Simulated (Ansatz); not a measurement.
Mulliken charges of C₃H₄AlN (`C=C=C=[N][AlH2]`) from B3LYP/def2-TZVPP in Ansatz (PBE0-D4/def2-TZVP geometry).

| atom | x (Å) | y (Å) | z (Å) | charge (e) |
| --- | --- | --- | --- | --- |
| C1 | 0.998 | 2.113 | -1.426 | -0.138 |
| C2 | 0.539 | 1.093 | -0.744 | -0.236 |
| C3 | 0.071 | 0.107 | -0.080 | 0.184 |
| N4 | -0.366 | -0.827 | 0.548 | -0.206 |
| Al5 | -1.011 | -2.187 | 1.466 | 0.412 |
| H6 | 0.347 | 2.910 | -1.784 | 0.126 |
| H7 | 2.055 | 2.216 | -1.671 | 0.126 |
| H8 | -1.485 | -3.443 | 0.641 | -0.134 |
| H9 | -1.058 | -2.029 | 3.034 | -0.134 |

Task: By hand: the dipole of these point charges (1 e Å = 4.8032 D).

Result: Σ q r = (0.050, 0.119, -0.079) e Å, of length 0.151 e Å = 0.73 D.

Task: How does the dipole of the full density compare? (An estimate is asked.)

Result: Computed: (0.054, 0.129, -0.086) e Å, 0.79 D; the point charges give 0.92 times that, at 0° from its direction.

Point charges leave out the atoms' own dipoles, such as those of lone pairs, and Mulliken's split depends on the basis, so the close match here is no proof of good charges.

B3LYP here is the variant with VWN-RPA as its local correlation; programs differ in this.
